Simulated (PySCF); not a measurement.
Te(I)(SMe) (CH₃ISTe), SMILES I[Te]SC.

Geometry optimised at B3LYP-D3(BJ)/def2-SVP. The structure was generated by enumeration, and PubChem lists no compound with its InChIKey, so it may never have been made. The def2 effective core potentials stand for the cores of I, Te; spin–orbit coupling is left out. The values are those of a single conformer.

Method: TDA-PBE0/def2-SVPD (PySCF).

Vertical excitations. The molecule is in vacuum.

Computed excitation energies, oscillator strengths and character:
| state | energy (eV) | λ (nm) | f | main pairs |
|---|---|---|---|---|
| S1 | 2.15 | 576 | 0.001 | HOMO→LUMO 99 % |
| S2 | 3.20 | 387 | 0.000 | HOMO→LUMO+1 95 % |
| S3 | 3.32 | 374 | 0.012 | HOMO−2→LUMO 49 %, HOMO−1→LUMO 45 % |
| S4 | 3.63 | 342 | 0.039 | HOMO−2→LUMO 40 %, HOMO−1→LUMO 31 %, HOMO−3→LUMO 22 % |
| S5 | 3.86 | 321 | 0.028 | HOMO−3→LUMO 76 % |
| S6 | 4.05 | 306 | 0.002 | HOMO−1→LUMO+1 95 % |
| S7 | 4.87 | 255 | 0.063 | HOMO−2→LUMO+1 75 % |
| S8 | 4.98 | 249 | 0.002 | HOMO−3→LUMO+1 98 % |
| S9 | 5.19 | 239 | 0.016 | HOMO−4→LUMO 86 % |
| S10 | 5.76 | 215 | 0.017 | HOMO→LUMO+2 89 % |
| T1 | 1.54 | 807 | 0 | HOMO→LUMO 99 % |
| T2 | 2.61 | 474 | 0 | HOMO→LUMO+1 94 % |
| T3 | 2.71 | 458 | 0 | HOMO−1→LUMO 84 % |
| T4 | 2.93 | 424 | 0 | HOMO−2→LUMO 87 % |
Triplets are in the Tamm–Dancoff approximation.
